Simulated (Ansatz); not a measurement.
Job for Ansatz (a program for electronic structure): U-B97M-V/def2-TZVPP on CNiO (SMILES [O+]#[C-]->[Ni]), 2S+1 = 3, a spin state set in the input, which need not be the lowest.

Ansatz 0.2 input:
```yaml
crystal:
  periodic: [false, false, false]
  atoms:
    - {symbol: Ni, position_ang: [-0.97491997, -0.91226160, -0.91150042]}
    - {symbol: O, position_ang: [0.91326593, 0.55598470, 0.77286233]}
    - {symbol: C, position_ang: [0.02858532, 0.40364850, 0.06831847]}
basis:
  gaussian:
    orbitals: def2-TZVPP
hamiltonian:
  xc: {name: B97M-V}
magnetization: {spin_polarized: true, initial_magnetization: 2}
```

Program output:

```
WARN ansatz: RAYON_NUM_THREADS=1 ignored (pool sized by the plan → 1); use --threads N
Functional definition: B97M-V
integrals: 0.05 GiB planned
814 factors; their error is unknown
mean field: 0.55 GiB planned
mean field evaluation 1: about -44109.5113 eV, gradient 5.7e1 eV
mean field evaluation 2: about -43835.0697 eV, gradient 3.1e2 eV
mean field evaluation 4: about -44117.7890 eV, gradient 1.1e1 eV
mean field evaluation 8: about -44118.2957 eV, gradient 7.9e-1 eV
mean field evaluation 16: about -44118.3112 eV, gradient 1.5e-1 eV
mean field evaluation 32: about -44118.4336 eV, gradient 1.8e-5 eV
mean field evaluation 64: about -44118.4133 eV, gradient 1.2e-3 eV
mean field evaluation 96: about -44118.4169 eV, gradient 8.1e-2 eV
mean field evaluation 128: about -44118.4133 eV, gradient 1.4e-2 eV
mean field -44118.43357370 eV, -1621.3225292850 hartree, gradient 3.5e-6 eV, S^2 2.017806; 5 other end points of the search recorded, 0 dependent functions left out
reference -44118.43362404 eV, -1621.3225311353 hartree; 22, 20 occupied and 104, 106 virtual orbitals, 814 factors
Total energy: -44118.43362404 eV, -1621.3225311353 hartree
```

The calculation finished and met its thresholds.

Cost: roughly 80 core-seconds.
